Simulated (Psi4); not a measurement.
CH₃O (SMILES [CH2]O), doublet, at a GFN2-xTB geometry. Base run: Psi4 with PBE/6-31G**.

Psi4 was given this input:
```
memory 2 GB

molecule mol {
0 2
C     0.685555    0.025060   -0.033260
O    -0.671254   -0.121865   -0.005443
H    -1.098199    0.739235   -0.058755
H     1.128206    0.974578    0.202513
H     1.226693   -0.889257    0.099351
}

set {
  basis 6-31g**
  reference uks
}

energy('pbe')
print_variables()
```

Variants of this job, named by their change:

| change | basis functions | E (Eh) | dipole (D) |
|---|---|---|---|
| base | 45 | -114.92047 | 1.52 |
| basis = 3-21G | 24 | -114.27203 | 1.69 |
| basis = cc-pVDZ | 43 | -114.92420 | 1.45 |
| basis = pcseg-1 | 43 | -114.90104 | 1.54 |
| basis = 6-31+G* | … | … | … |
| basis = 6-311++G** | … | … | … |
| basis = def2-SVPD | … | … | 1.47 |
| basis = aug-cc-pVDZ | 73 | -114.94274 | 1.45 |
| basis = def2-TZVP | 80 | -114.97332 | 1.51 |
| basis = pcseg-2 | 102 | -114.97635 | 1.50 |
| basis = cc-pVTZ | 102 | … | 1.45 |
| basis = def2-TZVPP | 104 | -114.97569 | 1.47 |
| basis = aug-cc-pVTZ | 161 | -114.97372 | 1.44 |

### Question
What belongs in the gaps?

### Answer

- basis = 6-31+G*, basis functions: 44
- basis = 6-31+G*, E (Eh): -114.92351
- basis = 6-31+G*, dipole (D): 1.67
- basis = 6-311++G**, basis functions: 65
- basis = 6-311++G**, E (Eh): -114.96223
- basis = 6-311++G**, dipole (D): 1.60
- basis = def2-SVPD, basis functions: 67
- basis = def2-SVPD, E (Eh): -114.84934
- basis = cc-pVTZ, E (Eh): -114.96903

Totals compare only among sets that treat the same electrons; sets with core potentials leave the core out.

Open shells are given as the SCF converged; they aren't shown to be the lowest states, and a large step between rows can be another state.
